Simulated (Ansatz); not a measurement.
C$_{2}$H$_{10}$BNSi, SMILES `CB(N)C[SiH3]`, relaxed with RKS PBE0-D4/def2-TZVP in Ansatz 0.2.0 from a PBE-D4/def2-SVP geometry. The force threshold is 0.005 eV/Å; the program also tests the step.

The species carries charge 0 and has multiplicity 1.

Start:

```xyz
15

C    -1.540   -0.142   -1.139
B    -0.611   -0.499    0.097
N    -0.382   -1.845    0.443
C     0.106    0.650    0.930
Si    1.777    1.090    0.156
H    -1.910   -1.022   -1.705
H    -1.011    0.525   -1.855
H    -2.428    0.435   -0.796
H     0.205   -2.136    1.225
H    -0.782   -2.626   -0.076
H    -0.501    1.580    0.943
H     0.304    0.360    1.985
H     1.616    1.471   -1.293
H     2.440    2.247    0.863
H     2.718   -0.087    0.223
```

**Question.** How much energy does the relaxation release, and in how many steps? (Best estimate.)

**Answer.** Computed: 1.21 kcal/mol, in 9 steps, 1 of them rejected.

**Question.** Which bonds change most? (Best estimate.)

**Answer.** Ansatz gave: C4–Si5 from 1.894 to 1.873 Å; Si5–H14 from 1.509 to 1.490 Å; Si5–H15 from 1.508 to 1.489 Å; Si5–H13 from 1.507 to 1.489 Å.

**Question.** Give the relaxed structure. (Best estimate.)

**Answer.** The calculation gave: 
```xyz
15

C    -1.545   -0.138   -1.125
B    -0.605   -0.489    0.090
N    -0.374   -1.827    0.428
C     0.111    0.650    0.910
Si    1.776    1.074    0.162
H    -1.882   -1.007   -1.696
H    -1.052    0.549   -1.821
H    -2.437    0.390   -0.768
H     0.215   -2.113    1.192
H    -0.775   -2.595   -0.081
H    -0.480    1.571    0.913
H     0.295    0.369    1.953
H     1.640    1.419   -1.280
H     2.408    2.233    0.852
H     2.705   -0.085    0.271
```
